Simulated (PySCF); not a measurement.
How methods differ on the ionisation energy of Eu³⁴⁺

Eu³⁴⁺ [Ar] 3d10 4s1 (2S) → Eu³⁵⁺ [Ar] 3d10 (1S), as a difference of total energies. Calculation: PySCF 2.14, in an uncontracted even-tempered set (19 s from 3 bohr⁻², ratio 2.5; 13 p from 3.9 bohr⁻², ratio 2.5; 8 d from 6.9 bohr⁻², ratio 2.5; 4 f from 18 bohr⁻², ratio 2.7; 4 g from 28 bohr⁻², ratio 2.7); scalar relativity by spin-free X2C-1e. Correlated levels: outer shells: [Ne] frozen; virtual orbitals above 40 to 60 times the deepest correlated orbital energy dropped. The calculations carry no spin-orbit coupling.

```tsv
method	ionisation energy (eV)
UHF	1451.9
LDA	1457.9
PBE	1458.6
PBE0	1457.1
r2SCAN	1454.1
revPBE	1457.9
r2SCANh	1454.0
MP2 (outer shells)	1453.3
SCS-MP2 (outer shells)	1453.1
```

Breit and QED terms and the two-electron picture change are absent.

For comparison: 1456.06 ± 0.25 eV (semi-empirical (NIST evaluation); NIST Atomic Spectra Database, ionization energies).
